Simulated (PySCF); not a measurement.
C3H9NOSi, SMILES C/C=C/[Si@@H](N)O.

Geometry optimised at PBE-D3(BJ)/def2-SVP. The structure was generated by enumeration; whether it is a known compound was not checked. Other conformers were not sampled.

Level of theory: PBE-D3(BJ)/def2-SVP (PySCF).

Frequencies are harmonic and unscaled.

```tsv
mode	ν (cm⁻¹)	IR (km/mol)	moving atoms (share of kinetic energy)
1	56	12.6	H 51 %, C 28 %, N 16 %
2	109	11.8	H 55 %, N 20 %, C 19 %
3	132	3.6	O 43 %, C 37 %, H 19 %
4	171	16.4	H 82 %, C 11 %
5	202	1.0	H 66 %, C 32 %
6	245	43.7	H 53 %, O 23 %, C 10 %, N 9 %
7	271	31.7	H 60 %, C 20 %, N 11 %
8	330	1.1	C 43 %, H 33 %, O 12 %
9	341	61.0	H 43 %, C 21 %, Si 18 %, N 10 %, O 8 %
10	417	20.6	Si 44 %, C 32 %, H 18 %
11	434	148.6	H 58 %, N 34 %
12	674	23.6	H 83 %, C 14 %
13	702	22.0	H 40 %, C 38 %, O 12 %
14	753	85.0	H 86 %
15	761	8.1	H 65 %, C 17 %, N 12 %
16	804	159.2	O 43 %, H 26 %, Si 24 %
17	854	32.6	H 49 %, N 30 %, Si 16 %
18	879	232.4	H 70 %, Si 15 %, N 9 %
19	924	103.2	H 55 %, Si 28 %
20	929	47.6	H 56 %, C 31 %, Si 11 %
21	985	17.6	H 85 %, C 15 %
22	1024	4.2	H 67 %, C 33 %
23	1066	6.3	C 58 %, H 41 %
24	1190	7.6	H 66 %, C 33 %
25	1277	2.4	H 82 %, C 18 %
26	1333	1.4	H 75 %, C 25 %
27	1397	7.8	H 96 %
28	1400	18.9	H 95 %
29	1492	41.8	H 89 %, N 10 %
30	1650	58.7	C 93 %
31	2137	183.2	H 97 %
32	2954	21.1	H 97 %
33	3022	9.8	H 91 %, C 9 %
34	3042	1.0	H 92 %, C 8 %
35	3051	10.7	H 92 %, C 8 %
36	3069	19.9	H 91 %, C 9 %
37	3484	15.7	H 96 %
38	3581	18.3	H 91 %, N 9 %
39	3756	41.9	H 94 %
```
